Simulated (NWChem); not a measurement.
Molecule: C2H4OSi; SMILES C1=C[SiH2]O1

```xyz
8

C     -0.1570    -1.2334     0.0000
C      1.0683    -0.6609     0.0000
Si     0.1125     0.9110     0.0000
O     -1.1524    -0.2916     0.0000
H     -0.4745    -2.2845     0.0000
H      2.0466    -1.1336     0.0000
H      0.0625     1.7660    -1.2178
H      0.0625     1.7660     1.2178
```
Atoms are numbered in this order, from 1.

Level: PBE0/def2-SVP (NWChem), optimised geometry, unscaled harmonic frequencies. 

Question: List the harmonic frequencies with IR intensities, and the thermochemistry.

Answer: 
```json
[
 {"frequency (cm⁻¹)": "287", "IR intensity (km/mol)": "14.8"},
 {"frequency (cm⁻¹)": "592", "IR intensity (km/mol)": "0.0"},
 {"frequency (cm⁻¹)": "636", "IR intensity (km/mol)": "41.9"},
 {"frequency (cm⁻¹)": "666", "IR intensity (km/mol)": "20.6"},
 {"frequency (cm⁻¹)": "677", "IR intensity (km/mol)": "114.4"},
 {"frequency (cm⁻¹)": "735", "IR intensity (km/mol)": "35.1"},
 {"frequency (cm⁻¹)": "768", "IR intensity (km/mol)": "22.4"},
 {"frequency (cm⁻¹)": "892", "IR intensity (km/mol)": "10.0"},
 {"frequency (cm⁻¹)": "973", "IR intensity (km/mol)": "139.9"},
 {"frequency (cm⁻¹)": "974", "IR intensity (km/mol)": "7.5"},
 {"frequency (cm⁻¹)": "1049", "IR intensity (km/mol)": "64.7"},
 {"frequency (cm⁻¹)": "1159", "IR intensity (km/mol)": "137.3"},
 {"frequency (cm⁻¹)": "1300", "IR intensity (km/mol)": "17.5"},
 {"frequency (cm⁻¹)": "1591", "IR intensity (km/mol)": "89.4"},
 {"frequency (cm⁻¹)": "2261", "IR intensity (km/mol)": "106.7"},
 {"frequency (cm⁻¹)": "2268", "IR intensity (km/mol)": "123.4"},
 {"frequency (cm⁻¹)": "3182", "IR intensity (km/mol)": "14.6"},
 {"frequency (cm⁻¹)": "3305", "IR intensity (km/mol)": "2.4"}
]
```

- zero-point energy: 33.3 kcal/mol
- thermal correction to the enthalpy at 298.15 K (with zero-point energy): 36.6 kcal/mol
- heat capacity Cv: 15.0 cal/(mol K)
- entropy at 298.15 K and 1 atm (symmetry number 1): 66.8 cal/(mol K)
- dipole moment: 1.17 D

Rigid rotor and harmonic oscillator.
